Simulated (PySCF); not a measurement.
## Telling isomers of C8H10NP apart by NMR

Computational details: shieldings: GIAO PBE0/pcSseg-1, coordinates at the GFN2-xTB level, in PySCF (single conformer, no solvent, no relativistic terms, averaged over atoms made equivalent by symmetry, fast rotation or ring inversion).

Referencing at the same level of theory: TMS for $^{1}$H and $^{13}$C. Splittings of carbon signals by F and P are missing where no couplings were computed. Where no couplings were computed, multiplicities follow the n + 1 count of equivalent neighbours, and m marks all less simple cases (inequivalent or close neighbours, rings, F or P nearby). Shifts are as computed. Against solution values, carbons near 30 ppm lie about +3 ppm off and those near 130 ppm about +5 ppm. Of 1211 compounds with measured shifts, 218 miss one by over three times the rms of a fit or turn the order of signals round; such compounds aren't used in these exercises.

(1) Tabulate the signals of `C=P1(c2ccncc2)CC1`, `Cc1cncpc1C1CC1`, `C=C(C)Pc1ccccn1` and their relative energies.

(2) What is the quickest way to tell C=P1(c2ccncc2)CC1 from Cc1cncpc1C1CC1?

(3) What is the quickest way to tell C=P1(c2ccncc2)CC1 from C=C(C)Pc1ccccn1?

(4) What is the quickest way to tell Cc1cncpc1C1CC1 from C=C(C)Pc1ccccn1?

## Answers

(1) 
| SMILES | carbon types | δC | δH | E rel. (kcal/mol) |
| --- | --- | --- | --- | --- |
| C=P1(c2ccncc2)CC1 | 1×C 4×CH 3×CH2 | 156.7, 156.1, 129.7, 16.9, 7.4 | 8.94 (m, 2H), 7.49 (m, 2H), 1.62 (m, 2H), 1.40 (m, 2H), 1.19 (m, 2H) | 45.3 |
| Cc1cncpc1C1CC1 | 2×C 3×CH 2×CH2 1×CH3 | 200.3, 188.7, 153.7, 133.3, 24.5, 22.1, 20.1 | 10.46 (m, 1H), 8.85 (m, 1H), 2.56 (s, 3H), 2.19 (m, 1H), 1.55 (m, 2H), 1.16 (m, 2H) | 5.6 |
| C=C(C)Pc1ccccn1 | 2×C 4×CH 1×CH2 1×CH3 | 173.6, 155.0, 154.8, 141.3, 130.1, 125.6, 125.6, 27.1 | 8.83 (m, 1H), 7.76 (m, 1H), 7.60 (m, 1H), 7.18 (m, 1H), 5.64 (m, 1H), 5.61 (m, 1H), 4.78 (m, 1H), 2.74 (m, 3H) | 0.0 |

Energies are electronic energies at PBE0/pcSseg-1 on these geometries, without zero-point or thermal terms, each for the one conformer computed, which needn't be the lowest.

(2) Count the carbon signals: 5 against 7. The first has an aromatic CH at 129.7 ppm, the second a methyl carbon on an aromatic ring (CH3) at 22.1 ppm. Their most deshielded carbons lie at 156.7 and 200.3 ppm. In the proton spectra the most deshielded non-exchanging signals are 8.94 (m, 2H) and 10.46 (m, 1H).

(3) Count the carbon signals: 5 against 8. The first has a three-membered-ring carbon (CH2) at 16.9 ppm, the second a terminal =CH2 carbon at 125.6 ppm. Their most deshielded carbons lie at 156.7 and 173.6 ppm.

(4) Count the carbon signals: 7 against 8. The first has a three-membered-ring carbon (CH2) at 24.5 ppm, the second a terminal =CH2 carbon at 125.6 ppm. Their most deshielded carbons lie at 200.3 and 173.6 ppm. In the proton spectra the most deshielded non-exchanging signals are 10.46 (m, 1H) and 8.83 (m, 1H).
